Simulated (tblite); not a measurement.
Species: C6H6NOS (doublet state).
Z-matrix (Å and degrees, GFN2-xTB geometry), rows numbered from 1:
```
C 
N   1  1.4419
C   2  1.3542  1  122.31
C   3  1.3868  2  128.24  1   -11.04
C   4  1.3803  3  109.85  2  -177.57
C   5  1.3413  4  120.12  3     0.02
C   6  1.4279  5  133.22  4   178.86
O   7  1.2105  6  126.33  5   179.99
S   3  1.7432  2  119.28  1   170.37
H   1  1.0896  2  109.44  3    51.98
H   1  1.0956  2  112.22  3   -68.84
H   1  1.0876  2  108.82  3   170.49
H   2  1.0082  1  116.97  3   154.78
H   4  1.0724  3  124.91  2     2.89
H   7  1.1095  6  112.26  5    -0.00
```

Method: GFN2-xTB as coded in tblite; computed harmonic values from a numerical Hessian at the method's own geometry, unscaled. Against measured fundamentals such values can be off by several per cent, at times by over 20. One conformer, not necessarily the lowest. Open shells enter through the occupations alone, without spin polarisation, and single modes of such species can be off by tens of per cent.

Harmonic wavenumbers (cm⁻¹): 61.2, 105.5, 117.5, 129.1, 186.0, 216.8, 305.1, 354.0, 377.7, 397.9, 457.1, 508.1, 553.4, 614.6, 694.7, 741.1, 749.9, 898.0, 1020.6, 1056.3, 1088.7, 1119.7, 1165.5, 1197.2, 1335.4, 1356.2, 1380.0, 1412.5, 1468.2, 1480.5, 1509.1, 1581.2, 1710.2, 2738.4, 2928.6, 3014.5, 3038.7, 3155.5, 3449.9.

A = 4566, B = 807.0, C = 689.3 MHz; mass 140.017 u (most abundant isotopes); point group C1, symmetry number 1; spin multiplicity 2.

Task: Zero-point energy?

Result: ½Σν̃ = 22837 cm⁻¹ = 65.30 kcal/mol.

Task: Entropy at 298.15 K, 1 bar (ideal gas, RRHO, classical rotation)?

Result: Translation 40.75, rotation 29.23, vibration 26.52, spin (R ln 2) 1.38: S = 97.9 cal/(mol K).

Task: And Cp and H(298.15 K) − H(0)?

Result: Cp = 35.63 cal/(mol K), of which vibrations give 27.68 (their classical limit is 39 R = 77.5); H(298.15 K) − H(0) = 6.66 kcal/mol without the zero-point energy, 4.29 from vibrations.

Task: Blend soft modes into free rotors: weight 1/[1 + (100 cm⁻¹/ν̃)⁴] for the oscillator and the rest for a rotor with moment μB/(μ + B), μ = h/(8π²ν), B = 10⁻⁴⁴ kg m². What vibrational entropy results?

Result: 25.11 cal/(mol K) in place of 26.52, which changes −T·S at 298.15 K by +0.42 kcal/mol.

Task: What must be added to the electronic energy to get the Gibbs energy at 298.15 K and 1 bar?

Result: ZPE + [H(298.15 K) − H(0)] − T·S = 65.30 + 6.66 − 29.18 = 42.78 kcal/mol.

Task: How do the functions run with temperature in this model?

Result: 
```csv
T (K),S (cal/(mol K)),Cp (cal/(mol K)),H − H(0) (kcal/mol),G − H(0) (kcal/mol),ln q(vib)
50,59.3,12.5,0.47,-2.49,0.30
100,69.8,18.2,1.25,-5.73,1.30
373.15,106.5,41.2,9.54,-30.19,7.92
500,119.7,49.3,15.30,-44.56,10.87
750,142.0,60.5,29.14,-77.37,16.32
1000,160.4,67.5,45.19,-115.24,21.25
```

q(vib) and H(0) count from the zero-point level.

Task: Which modes carry the vibrational entropy at 298.15 K?

Result: 61.2 cm⁻¹: 4.42; 105.5 cm⁻¹: 3.35; 117.5 cm⁻¹: 3.14; 129.1 cm⁻¹: 2.96; 186.0 cm⁻¹: 2.27; 216.8 cm⁻¹: 1.99 cal/(mol K); the other 33 give 8.40 together.

Hindered rotation and anharmonicity are outside this model. Other conformers, if any are populated, would add a mixing term that is left out. The structure is chiral; the term R ln 2 for an equal mix with its mirror image is left out.

Hardware: an Arm Neoverse V2 with one thread, no GPU, shared host with 32 logical CPUs at a one-minute load of 11. Cost: 0.41 s. The figure is for the frequency step alone.
